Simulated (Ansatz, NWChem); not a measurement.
## How methods differ on CH3Cl3Si (methyltrichlorosilane)

CH3Cl3Si has 8 atoms, charge 0, and is taken as a singlet. As SMILES, `C[Si](Cl)(Cl)Cl`. The shape is that of a PBE0-D4/def2-TZVP optimisation.

Each level gives the vertical ionisation energy (to the doublet cation) (eV). The values are calculated.

| level | kind | program | value (eV) | CPU time (all runs) |
| --- | --- | --- | --- | --- |
| HF/cc-pVDZ | Hartree–Fock | Ansatz | 11.26 | 1.8 min |
| SVWN5/cc-pVDZ | LDA | Ansatz | 10.67 | 36 s |
| PBE/cc-pVDZ | GGA | Ansatz | 10.54 | 63 s |
| r2SCAN/cc-pVDZ | meta-GGA | Ansatz | 10.91 | 2.8 min |
| PBE0/cc-pVDZ | global hybrid | Ansatz | 11.17 | 1.8 min |
| B2PLYP/cc-pVDZ | double hybrid | Ansatz | 11.20 | 1.9 min |
| RPA@PBE0/cc-pVDZ | RPA | Ansatz | 11.05 | 2.7 min |
| MP2/cc-pVDZ | perturbation theory | NWChem | 11.71 | 12 min |

The values span 10.54 to 11.71 eV. CPU times are rough (shared hosts, several kinds of processor): they show what a rung costs within a factor of a few.
